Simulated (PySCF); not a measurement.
Working with the constants of InH⁺

ROHF-CCSD(T) constants of InH⁺, ²Σ⁺ (doublet), unpaired electrons σ ↑ (basis In def2-SVPD with ECP28, H def2-SVPD; scalar-relativistic core potentials; PySCF 2.14; masses 114.9039 and 1.0078 u):

- ωe: 1138.5 cm⁻¹
- ωexe: 108.0 cm⁻¹
- Be: 5.0299 cm⁻¹
- αe: 0.455 cm⁻¹
- D (centrifugal): 0.000393 cm⁻¹
- De to In⁺ + H: 0.258 eV

Give the vibrational terms G(v) and spacings up to v = 2.

G(v) = ωe(v+½) − ωexe(v+½)².

```json
{"v": "0", "G(v) (cm⁻¹)": "542", "G(v) − G(v−1)": "", "Bv (cm⁻¹)": "4.802"}
{"v": "1", "G(v) (cm⁻¹)": "1465", "G(v) − G(v−1)": "922", "Bv (cm⁻¹)": "4.347"}
{"v": "2", "G(v) (cm⁻¹)": "2171", "G(v) − G(v−1)": "706", "Bv (cm⁻¹)": "3.892"}
```

How well does the Morse estimate ωe²/(4ωexe) reproduce De, and what is D0?

It gives 0.372 eV, 144 % of the computed De. D0 = De − G(0) = 0.258 − 0.067 = 0.191 eV.

Correlated steps freeze 4 core orbitals. The bond is weak. Basis-set superposition, not corrected here, can be much of De in a small basis, most of all at correlated wavefunction levels. Spin–orbit coupling is left out. For an ion De counts to the pair picked by the measured ionisation energies or electron affinities, which need not be the lowest pair at this level. The state is the lowest determinant that a PBE0 search found; another state may lie lower at other levels.
